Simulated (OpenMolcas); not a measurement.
# Nd IV: CASPT2 settings compared

```
Program             : OpenMolcas 26.06
Basis               : ANO-RCC-VDZ [7s6p4d2f]
Scalar Hamiltonian  : X2C, point nucleus
Active space        : 3 electrons in 7 orbitals (4f)
State averaging     : 2S+1 = 4 odd, 35 roots (21 in the spin-orbit step); 2S+1 = 2 odd, 35 roots kept (CI in the orbitals of an earlier block)
Spin-orbit coupling : state interaction with AMFI integrals over the reference wave functions, term energies averaged over their components
```

Methods on the same reference wave functions:
A. CASSCF
B. SS-CASPT2, IPEA 0.4 Eh, sigma1 regulariser 0.25 Eh (closed shells correlated: 5s 5p)
C. XMS-CASPT2, IPEA 0.15 Eh, imaginary shift 0.15 Eh (closed shells correlated: 5s 5p)
D. XMS-CASPT2, IPEA 0 Eh, sigma2 regulariser 0.25 Eh (closed shells correlated: 5s 5p)

Energies in cm-1 above 4f3 4I* 9/2, the measured ground level; measured values from the list in Arab et al., J. Quant. Spectrosc. Radiat. Transfer 229, 145 (2019) and Gaigalas et al. (2019), from Wyart et al. (2007).

```tsv
Level	A	B	C	D	Measured
4f3 4I* 9/2	0.0	0.0	0.0	0.0	0.0
4f3 4I* 11/2	1998	2020	2010	2010	1897
4f3 4I* 13/2	4161	4180	4180	4180	3907
4f3 4I* 15/2	6423	6440	6440	6440	5989
4f3 2H* 9/2 [74 %]	15980	14880	15080	15020	12800
4f3 4F* 3/2	16450	14820	15040	14870	11698
4f3 4F* 5/2	17248	15620	15840	15670	12748
4f3 4F* 7/2	18049	16430	16650	16490	13720
4f3 4S* 3/2	18364	16760	17000	16870	13792
```

Deviations, from unrounded energies. A percentage is the sum of absolute deviations over the sum of measured energies, with the sign that they share, or ± where signs differ.

```tsv
Against measurement	Levels	A	B	C	D
mean absolute deviation (cm-1)	8	2800	1800	2000	1900
fine structure of the ground term (%)	3	+6.7	+7.2	+7.1	+7.1
other terms of the ground configuration (%)	5	+32.9	+21.2	+22.9	+21.9
```

B, D lie about equally close to measurement and A furthest from it. The largest miss of B in the table is 4f3 4F* 3/2, by +3100 cm-1. The ranking rests on the paired levels alone, and a cruder setting can come out closer through cancelling errors.

Among B to D the level of the table that moves most is 4f3 4S* 3/2, by 230 cm-1 (lowest in B, highest in C). Moves below CASPT2's spread within the term are not significant.

The mean deviations of B to D differ by less than CASPT2's widest spread within a term (360 cm-1), so their order carries little weight.

From A to B the spin-free energies of the other terms of 4f3 shown, above 4I*, scale by factors of 0.89 to 0.93, as is usual when dynamic correlation screens the repulsion within a d or f shell.

The lowest spin-free term lies below A's lowest term by 0.162 hartree in B, 0.168 hartree in C, 0.169 hartree in D.

Term energies are means over components that CASPT2 splits; among the terms shown or strongly mixed into the levels shown the widest spread is 360 cm-1 (4f3 4I*, C). High states are left out of the spin-orbit mixing, which shifts the levels that they would mix with. Terms from blocks run as CI alone lack orbitals of their own. The basis is small and was not contracted for so high a charge. Without dynamic correlation excited terms often stand tens of per cent too high (terms of higher spin than the ground term too low), and those without a measured partner can miss by more than the paired ones (holds for A). Some terms miss by over 15 % even with CASPT2, which points to a basis or an active space too small for the shells correlated (holds for B; C; D). The CASPT2 spread within a term exceeds the gap to the next term for 4f3 4F* and 4f3 4S*, so the order of their levels is uncertain, and so are names and mixing where such terms share a J (holds for C). Measured partners are found by configuration, term and J. A level has none where our copy of the source lacks it or the pairing is in doubt (some pairs that miss far off the trend of their configuration count as doubtful), and it then counts in no deviation. Only configurations of the active space appear. The table leaves out levels that lie high or whose names do not pair safely across all columns.

A share in square brackets marks a mixed level and gives the weight of the term that names it, the lowest over the columns. * marks odd parity.
